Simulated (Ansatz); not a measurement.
`C[Si](C)(C)C[Si](C)(C)C`. Total charge 0; spin multiplicity 1. All single points use the PBE0-D4/def2-TZVP geometry. It is one conformer, not always the lowest.

```xyz
29

C     2.095   -2.494    0.655
Si    0.529   -1.514    0.318
C    -0.774   -2.016    1.571
C    -0.076   -1.939   -1.408
C     0.910    0.316    0.489
Si   -0.282    1.600   -0.185
C    -0.119    1.707   -2.051
C    -2.061    1.197    0.258
C     0.148    3.272    0.552
H     2.876   -2.251   -0.071
H     1.910   -3.570    0.599
H     2.489   -2.274    1.651
H    -0.972   -3.090    1.512
H    -0.441   -1.796    2.589
H    -1.718   -1.493    1.408
H    -1.032   -1.461   -1.634
H     0.643   -1.628   -2.171
H    -0.216   -3.019   -1.505
H     1.053    0.513    1.559
H     1.883    0.507    0.018
H    -0.382    0.765   -2.537
H    -0.775    2.484   -2.451
H     0.906    1.957   -2.340
H    -2.398    0.269   -0.212
H    -2.726    1.997   -0.078
H    -2.189    1.091    1.339
H     1.181    3.548    0.324
H    -0.503    4.058    0.159
H     0.040    3.263    1.640
```

What is the dipole moment at B3LYP/def2-TZVPP? (Estimate.)

The calculation gave: 0.14 D, with components (0.12, 0.04, 0.07) D in this frame, pointing from negative to positive charge.

And with PBE, r2SCAN, ωB97M-V? (Best estimate.)

The calculation gave: PBE 0.15 D, r2SCAN 0.14 D, ωB97M-V 0.15 D.

Give the Mulliken charges with B3LYP, r2SCAN, PBE in def2-TZVPP. (Estimate.)

Ansatz gave: 
```csv
atom,B3LYP,r2SCAN,PBE
C1,-0.41,-0.33,-0.39
Si2,0.46,0.43,0.32
C3,-0.39,-0.31,-0.36
C4,-0.40,-0.31,-0.36
C5,-0.29,-0.27,-0.22
Si6,0.46,0.43,0.32
C7,-0.39,-0.31,-0.36
C8,-0.40,-0.31,-0.36
C9,-0.41,-0.33,-0.39
H10,0.09,0.06,0.09
H11,0.09,0.06,0.09
H12,0.09,0.06,0.09
H13,0.09,0.07,0.09
H14,0.09,0.07,0.09
H15,0.09,0.07,0.09
H16,0.09,0.06,0.09
H17,0.09,0.07,0.09
H18,0.09,0.07,0.09
H19,0.08,0.07,0.08
H20,0.08,0.07,0.08
H21,0.09,0.07,0.09
H22,0.09,0.07,0.09
H23,0.09,0.07,0.09
H24,0.09,0.06,0.09
H25,0.09,0.07,0.09
H26,0.09,0.07,0.09
H27,0.09,0.06,0.09
H28,0.09,0.06,0.09
H29,0.09,0.06,0.09
```

B3LYP here is the variant with VWN-RPA as its local correlation; programs differ in this.
